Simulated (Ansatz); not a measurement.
**A ladder of methods for C6H12O3 (propylene glycol methyl ether acetate (PGMEA))**

C6H12O3 has 21 atoms, charge 0, and is taken as a singlet. As SMILES, `COCC(C)OC(C)=O`. Geometry: optimised at r2SCAN/def2-SVP. This is one conformer, not always the lowest.

Each level gives the adiabatic ionisation energy (to the doublet cation, shapes relaxed at r2SCAN/def2-SVP, no zero-point term) (eV). The values are calculated.

| level | kind | program | value (eV) | CPU time (all runs) |
| --- | --- | --- | --- | --- |
| HF/def2-SVP | Hartree–Fock | Ansatz | 8.88 | 59 s |
| SVWN5/def2-SVP | LDA | Ansatz | 8.68 | 24 s |
| BLYP/def2-SVP | GGA | Ansatz | 8.44 | 47 s |
| PBE/def2-SVP | GGA | Ansatz | 8.55 | 46 s |
| r2SCAN/def2-SVP | meta-GGA | Ansatz | 8.82 | 73 s |
| CAM-B3LYP/def2-SVP | range-separated hybrid | Ansatz | 9.71 | 70 s |
| B2PLYP/def2-SVP | double hybrid | Ansatz | 9.78 | 1.8 min |
| RPA@PBE/def2-SVP | RPA | Ansatz | 8.99 | 94 s |

The values span 8.44 to 9.78 eV. CPU times are rough (shared hosts, several kinds of processor): they show what a rung costs within a factor of a few.
